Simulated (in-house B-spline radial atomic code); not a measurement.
Configurations of the chromium ion Cr²⁺, with energies counted from [Ar] (3d3/2)4. Level of theory: Dirac-Hartree-Fock, average of each configuration as written, Fermi nucleus of rms radius 3.6452 fm; calculated with a B-spline radial code for spherical atoms. Energies include first-order Breit, QED and recoil terms.

Occupations are held fixed; configurations that lie above the ionisation limit could autoionise.

```json
{"configuration": "[Ar] (3d3/2)1 (3d5/2)3", "E - E(ref) (eV)": "1.1289", "highest orbital": "3d3/2", "its <r> (bohr)": "1.205"}
{"configuration": "[Ar] (3d3/2)1 (3d5/2)2 (6p3/2)1", "E - E(ref) (eV)": "24.201", "highest orbital": "6p3/2", "its <r> (bohr)": "10.47"}
{"configuration": "[Ar] (3d3/2)2 (3d5/2)1 (5f7/2)1", "E - E(ref) (eV)": "24.806", "highest orbital": "5f7/2", "its <r> (bohr)": "10.4"}
{"configuration": "[Ar] (3d3/2)1 (3d5/2)2 (5g9/2)1", "E - E(ref) (eV)": "25.013", "highest orbital": "5g9/2", "its <r> (bohr)": "9.164"}
{"configuration": "[Ar] (3d3/2)2 (3d5/2)1 (6g7/2)1", "E - E(ref) (eV)": "26.33", "highest orbital": "6g7/2", "its <r> (bohr)": "14.66"}
{"configuration": "[Ne] 3s2 (3p1/2)2 (3p3/2)3 (3d3/2)4 (4d3/2)1", "E - E(ref) (eV)": "61.41", "highest orbital": "4d3/2", "its <r> (bohr)": "4.305"}
{"configuration": "[Ne] 3s2 (3p1/2)2 (3p3/2)3 (3d5/2)4 (4f7/2)1", "E - E(ref) (eV)": "70.034", "highest orbital": "4f7/2", "its <r> (bohr)": "5.899"}
{"configuration": "[Ne] 3s2 (3p1/2)2 (3p3/2)3 (3d3/2)2 (3d5/2)2 (6g9/2)1", "E - E(ref) (eV)": "72.867", "highest orbital": "6g9/2", "its <r> (bohr)": "14.66"}
```

Order these further configurations by energy, lowest first.
A. [Ne] 3s2 (3p1/2)1 (3p3/2)4 (3d3/2)3 (3d5/2)1 7s1
B. [Ne] 3s2 (3p1/2)2 (3p3/2)3 (3d3/2)4 (6d3/2)1
C. [Ar] (3d3/2)3 (6d5/2)1
D. [Ne] 3s2 (3p1/2)2 (3p3/2)3 (3d3/2)4 (6f7/2)1
E. [Ar] (3d3/2)2 (3d5/2)1 (4f7/2)1

E (22.042 eV), C (24.855 eV), B (68.799 eV), D (69.815 eV), A (75.391 eV).

How far above the reference does [Ne] 3s2 (3p1/2)1 (3p3/2)4 (3d5/2)4 (7f7/2)1 lie?

71.927 eV; its least bound orbital is 7f7/2 with <r> = 22.27 bohr.

How far above the reference does [Ne] 3s2 (3p1/2)2 (3p3/2)3 (3d3/2)2 (3d5/2)2 (7g9/2)1 lie?

73.769 eV; its least bound orbital is 7g9/2 with <r> = 21.16 bohr.

How far above the reference does [Ar] (3d5/2)3 4s1 lie?

5.9092 eV; its least bound orbital is 4s1/2 with <r> = 2.662 bohr.
